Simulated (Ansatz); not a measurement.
`C=CCCCCCCCC`. Charge 0, multiplicity 1. Geometry PBE-D4/def2-SVP; atoms count from 1.

```xyz
30

C     1.297    5.030    1.284
C     0.796    4.120    0.429
C     1.619    3.189   -0.419
C     1.474    1.699   -0.049
C     0.076    1.113   -0.267
C    -0.019   -0.380    0.064
C    -1.413   -0.973   -0.169
C    -1.560   -2.450    0.220
C    -0.722   -3.427   -0.614
C    -0.954   -4.892   -0.243
H     0.644    5.675    1.893
H     2.386    5.159    1.409
H    -0.303    4.025    0.344
H     2.688    3.482   -0.348
H     1.326    3.316   -1.487
H     2.206    1.115   -0.650
H     1.772    1.561    1.014
H    -0.668    1.667    0.348
H    -0.230    1.275   -1.326
H     0.735   -0.931   -0.541
H     0.275   -0.540    1.126
H    -2.155   -0.373    0.403
H    -1.689   -0.847   -1.241
H    -1.300   -2.574    1.297
H    -2.631   -2.740    0.137
H     0.358   -3.186   -0.503
H    -0.954   -3.272   -1.692
H    -0.703   -5.082    0.822
H    -0.337   -5.577   -0.858
H    -2.017   -5.181   -0.384
```

Question: Estimate the Mulliken populations of the heavy atoms from the PBE0/def2-TZVP orbitals of Ansatz.

Answer: 
| atom | charge (e) |
| --- | --- |
| C1 | -0.29 |
| C2 | -0.16 |
| C3 | -0.13 |
| C4 | -0.15 |
| C5 | -0.25 |
| C6 | -0.24 |
| C7 | -0.15 |
| C8 | -0.17 |
| C9 | -0.21 |
| C10 | -0.36 |
Mulliken values depend strongly on the basis.

Question: And the Mayer bond orders between heavy atoms (over 0.3)?

Answer: C1–C2 1.98 (1.34 Å); C2–C3 0.99 (1.50 Å); C3–C4 0.99 (1.54 Å); C4–C5 1.04 (1.53 Å); C5–C6 1.04 (1.53 Å); C6–C7 1.02 (1.53 Å); C7–C8 1.01 (1.53 Å); C8–C9 1.01 (1.53 Å); C9–C10 1.01 (1.53 Å).
